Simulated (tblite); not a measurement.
C3H7F3GeSi.
Atom-mapped SMILES: `[F:1][C:2]([F:3])([F:4])/[CH:5]=[CH:6]\[GeH2:7][SiH3:8]` (hydrogens: H9 on C5; H10 on C6; H11, H12 on Ge7; H13, H14, H15 on Si8)

Computed with GFN2-xTB (tblite), gas phase: L-BFGS steps from a force-field or distance-geometry start until the largest atomic force falls under 0.01 eV/Å.

Step 48: E = -757.2175 eV
```
atom  x, y, z in Å  |  force x, y, z in eV/Å
F1     -0.7189   -1.0085   -1.0338   -0.013  -0.009  -0.002
C2     -1.8846   -0.4121   -0.7007   -0.007  -0.002  -0.019
F3     -2.4240    0.0119   -1.8556   -0.010  -0.011  -0.014
F4     -2.6864   -1.3946   -0.2515    0.024  -0.007   0.001
C5     -1.7248    0.6950    0.2805   -0.021   0.008  -0.027
C6     -0.6526    0.8279    1.0444   -0.022   0.004   0.009
Ge7     0.9386   -0.3267    1.0469    0.016  -0.009   0.038
Si8     2.3702    0.0014   -0.7864    0.002   0.000   0.010
H9     -2.5803    1.3574    0.2965   -0.005   0.020   0.033
H10    -0.6474    1.6689    1.7251    0.016   0.015   0.002
H11     1.5499    0.0451    2.3870   -0.006  -0.002  -0.009
H12     0.4228   -1.7169    1.3112    0.007   0.002  -0.019
H13     2.5332   -1.2351   -1.5425    0.006  -0.016  -0.003
H14     3.6692    0.4488   -0.2858    0.035  -0.002   0.001
H15     1.8309    1.0453   -1.6572   -0.021   0.009  -0.002
```

Step 49: E = -757.2178 eV
```
atom  x, y, z in Å  |  force x, y, z in eV/Å
F1     -0.7152   -0.9954   -1.0415   -0.006  -0.007  -0.010
C2     -1.8842   -0.4096   -0.7015   -0.005  -0.006  -0.010
F3     -2.4333    0.0118   -1.8527   -0.006  -0.005  -0.003
F4     -2.6740   -1.4006   -0.2506    0.009  -0.017   0.004
C5     -1.7284    0.6948    0.2838   -0.022   0.017  -0.053
C6     -0.6547    0.8295    1.0451   -0.028   0.007   0.013
Ge7     0.9382   -0.3230    1.0442    0.005  -0.014   0.046
Si8     2.3728   -0.0012   -0.7872    0.014   0.000   0.000
H9     -2.5860    1.3546    0.3023   -0.001   0.015   0.036
H10    -0.6522    1.6681    1.7290    0.020   0.014   0.002
H11     1.5482    0.0484    2.3851   -0.004  -0.005  -0.010
H12     0.4195   -1.7130    1.3071    0.012   0.007  -0.018
H13     2.5346   -1.2418   -1.5383    0.004  -0.002   0.002
H14     3.6725    0.4436   -0.2844    0.024  -0.004  -0.004
H15     1.8378    1.0420   -1.6624   -0.017   0.000   0.005
```

Question: Estimate the geometry and energy of step 50. (The exact step hangs on the optimiser's Hessian estimate; all steps are aligned on step 49, rigid shifts and turns removed.)

Answer: E = -757.2181 eV, largest force 0.068 eV/Å
```
atom  x, y, z in Å  |  force x, y, z in eV/Å
F1     -0.7114   -0.9810   -1.0502    0.001  -0.003  -0.019
C2     -1.8840   -0.4070   -0.7027   -0.003  -0.008   0.001
F3     -2.4438    0.0114   -1.8498   -0.003  -0.003   0.007
F4     -2.6600   -1.4074   -0.2493   -0.007  -0.024   0.004
C5     -1.7325    0.6948    0.2865   -0.014   0.027  -0.061
C6     -0.6575    0.8313    1.0459   -0.026   0.007   0.013
Ge7     0.9378   -0.3192    1.0421   -0.012  -0.009   0.035
Si8     2.3760   -0.0042   -0.7880    0.023   0.001  -0.008
H9     -2.5922    1.3519    0.3096   -0.001   0.008   0.032
H10    -0.6573    1.6671    1.7333    0.021   0.011  -0.001
H11     1.5458    0.0522    2.3832    0.000  -0.008  -0.001
H12     0.4162   -1.7087    1.3022    0.017   0.007  -0.014
H13     2.5365   -1.2493   -1.5337    0.002   0.015   0.008
H14     3.6770    0.4378   -0.2833    0.009  -0.007  -0.010
H15     1.8450    1.0383   -1.6677   -0.009  -0.012   0.014
```

The energy changes by -0.0003 eV. The first-order estimate −F·Δx gives -0.0004 eV and the mean of the old and new forces, exact on a quadratic surface, -0.0003 eV. The step makes an angle of 83° with the force vector and moves no atom by more than 0.017 Å.

The cost below is that of the whole relaxation. Time: 1.3 s. Hardware: one thread, Arm Neoverse N1 (aarch64), shared host with 64 logical CPUs at a one-minute load of 61.
